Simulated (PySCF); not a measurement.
## Radial density of Ga (gallium, neutral)

UHF, [Ar] 3d10 4s2 4p1, 2P determinant. Calculation: PySCF 2.14, in x2c-TZVPPall (6s5p4d1f, 48 functions); the spin-free X2C one-electron Hamiltonian (Gaussian nucleus).

| r (bohr) | 4πr²ρ (e/bohr) | 4πr²(ρα − ρβ) |
| --- | --- | --- |
| 0.000769 | 0.2375 | 0.0000 |
| 0.00129 | 0.5917 | 0.0000 |
| 0.00217 | 1.465 | 0.0000 |
| 0.00366 | 3.518 | -0.0001 |
| 0.00615 | 7.960 | -0.0001 |
| 0.0104 | 16.33 | -0.0003 |
| 0.0174 | 28.42 | -0.0003 |
| 0.0293 | 37.60 | 0.0006 |
| 0.0493 | 34.45 | 0.0041 |
| 0.0828 | 31.15 | 0.0106 |
| 0.139 | 43.26 | 0.0087 |
| 0.234 | 31.35 | -0.0093 |
| 0.394 | 22.23 | 0.0032 |
| 0.663 | 24.38 | -0.0026 |
| 1.12 | 7.539 | 0.0215 |
| 1.88 | 1.888 | 0.2408 |
| 3.16 | 0.7779 | 0.2993 |
| 5.31 | 0.1304 | 0.0954 |
| 8.93 | 0.0009757 | 0.0009 |

Densities and radii are taken from the X2C orbitals without a picture-change correction, which distorts them close to the nucleus.

Problem. Where is the radial spin density 4πr²(ρα − ρβ) most negative, and why is it negative at all?

Solution. Around r = 0.234 bohr, down to -0.0093 e/bohr: exchange with the open shell polarises the paired shells in an unrestricted calculation.
